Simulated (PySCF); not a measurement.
# Ga²⁺: ionisation energy

Ga²⁺ [Ar] 3d10 4s1 (2S) → Ga³⁺ [Ar] 3d10 (1S), as a difference of total energies. All numbers are calculated (PySCF 2.14, no relativity, point nucleus, in 6-31G* (5s4p3d, 32 functions)). The calculations carry no spin-orbit coupling.

| method | ionisation energy (eV) | difference from reference (eV) |
| --- | --- | --- |
| UHF | 29.199 | -1.527 |
| M06-2X | 30.280 | -0.446 |
| PBE | 30.923 | +0.197 |

Reference: 30.726 eV (measured; NIST Atomic Spectra Database, ionization energies).

These non-relativistic numbers lack the scalar-relativistic shift.
